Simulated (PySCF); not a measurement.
# Basis set benchmark on one molecule

Molecule: 3-Pyridine Carbaldehyde (SMILES O=Cc1cccnc1).

Mapped SMILES: `[O:1]=[CH:2][c:3]1[cH:4][cH:5][cH:6][n:7][cH:8]1`; H(Xn) means a hydrogen on atom n.

Geometry PBE0-D3(BJ)/def2-SVP throughout; GIAO in PySCF 2.14.0 with density-fitted response routines, gas phase, one conformer, non-relativistic; equivalent atoms averaged; functional PBE0.

Reference values (estimated from measurements, as parent shift plus tabulated substituent increments; solution, not stated per compound (mostly CDCl3 or CCl4); Pretsch, Buehlmann, Badertscher, Structure Determination of Organic Compounds, 4th ed. (2009)): δ(C8) = 152.2 ppm, δ(C3) = 131.5 ppm, δ(C4) = 135.7 ppm, δ(C5) = 124.2 ppm, δ(C6) = 155.2 ppm, δ(H(C8)) = 9.11 ppm, δ(H(C4)) = 8.20 ppm, δ(H(C5)) = 7.55 ppm. Computed shifts are taken against TMS, calculated as an isolated molecule at each level.

How do the basis sets STO-3G, pcSseg-0, 6-31G, 6-31G*, cc-pVDZ, def2-SVP, pcSseg-1, aug-cc-pVDZ, 6-311+G(2d,p), def2-TZVP, cc-pVTZ, IGLO-III perform against the reference? Times are CPU seconds on shared hosts with different chips, so compare them loosely.

Results:


```tsv
basis set	functions	C8	C3	C4	C5	C6	H(C8)	H(C4)	H(C5)	mean abs. error C	mean abs. error H	core-s
STO-3G	45	124.2	105.7	111.5	107.8	122.8	9.09	7.94	7.39	25.4	0.15	4.3
pcSseg-0	82	168.2	138.4	144.8	134.3	168.4	9.41	8.54	7.57	11.1	0.22	5.8
6-31G	82	149.9	127.6	129.1	121.0	149.5	9.20	8.50	7.63	4.3	0.16	8.6
6-31G*	122	148.9	124.1	129.1	118.3	148.1	8.88	8.25	7.27	6.1	0.19	13
cc-pVDZ	137	153.6	131.4	133.7	123.8	153.2	8.89	8.31	7.29	1.2	0.20	14
def2-SVP	137	153.0	128.9	133.3	121.9	152.3	8.73	8.31	7.25	2.2	0.26	12
pcSseg-1	161	160.6	134.0	140.2	128.8	160.9	8.98	8.47	7.46	5.1	0.16	15
aug-cc-pVDZ	229	154.2	131.0	133.4	122.4	154.4	9.30	8.68	7.62	1.5	0.25	31
6-311+G(2d,p)	246	159.1	134.3	138.5	126.8	159.2	9.20	8.59	7.54	3.8	0.16	34
def2-TZVP	278	160.7	135.9	140.1	128.2	160.8	9.20	8.57	7.53	5.4	0.16	41
cc-pVTZ	310	159.6	134.3	139.0	127.5	159.5	9.14	8.57	7.52	4.2	0.14	48
IGLO-III	330	164.6	139.3	143.3	131.4	164.5	9.21	8.62	7.53	8.9	0.18	54
```

For 13C the closest is cc-pVDZ (1.2 ppm, with aug-cc-pVDZ practically level) and the furthest STO-3G (25.4 ppm).

For 1H the closest is cc-pVTZ (0.14 ppm, with STO-3G, 6-31G, def2-TZVP, pcSseg-1, 6-311+G(2d,p) practically level) and the furthest def2-SVP (0.26 ppm). Where a smaller basis beats a larger one, errors probably cancel. One molecule is a small sample, and vibrational and solvent effects are absent from the calculation.

A small basis that lands close on one nucleus may do so by chance; judge by the trend and by all nuclei.
